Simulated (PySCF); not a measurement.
A structure optimised at PBE-D3(BJ)/def2-SVP, used in a PySCF frequency run:

```
Ga
H 1 1.5696
Se 1 2.3418 2 119.14
H 3 1.4853 1 93.31 2 180.00
Se 1 2.3418 2 119.14 3 180.00
H 5 1.4853 1 93.31 2 180.00
```
Charge 0, spin multiplicity 1.

### Question
Write its SMILES, formula and point group.

### Answer
[SeH][GaH][SeH], GaH3Se2, C2v

### Question
What are its rotational constants (standard atomic weights)?

### Answer
6.8081, 0.76027, 0.68390 GHz
